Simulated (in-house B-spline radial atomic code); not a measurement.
A run on Co- that did not converge. Method: scalar-relativistic (X2C) r2SCAN0, spin-polarised, spherical fractional occupations, exact exchange averaged over the configuration, Fermi nucleus of rms radius 3.7875 fm; computed with an all-electron radial atomic-structure program (B-spline basis).

Command:
```bash
python run_scf.py task.json out
```
Settings (nuclear radius in fm, mass in u):
```
Z                27
configuration    [Ar] 3d8 4s2
hamiltonian      x2c
method           r2scan0
spin_polarised   True
nucleus          fermi
rms_radius       3.7875
atomic_mass      58.93319
speed_of_light   137.035999084
exact_exchange   averaged over the configuration
```

First and last ten iterations of the last attempt (damped for 15 steps, keeping 80 % of the old Fock matrix, then DIIS):
```
 iter        energy (Eh)    residual
    1       -1367.158009    3.57e-01
    2       -1378.125981    7.25e-01
    3       -1384.725671    4.62e-01
    4       -1388.667519    3.11e-01
    5       -1390.886093    2.00e-01
    6       -1392.050113    1.45e-01
    7       -1392.616510    1.00e-01
    8       -1392.877621    7.92e-02
    9       -1393.000134    6.06e-02
   10       -1393.064584    4.55e-02
  111       -1363.013109    3.68e-01
  112       -1363.578111    3.69e-01
  113       -1366.206510    3.68e-01
  114       -1366.198616    3.68e-01
  115       -1366.180252    3.68e-01
  116       -1366.287231    3.68e-01
  117       -1366.219956    3.68e-01
  118       -1393.137195    2.49e-02
  119       -1393.113782    2.80e-02
  120       -1393.036394    4.20e-02
 not converged after 120 iterations
```

The smallest residual met was 3.8e-03; the threshold is about 3e-07. No energy from this run should be used. Run time, properties included: 8.8 s on 1 thread of Arm Neoverse N1, on a shared host.
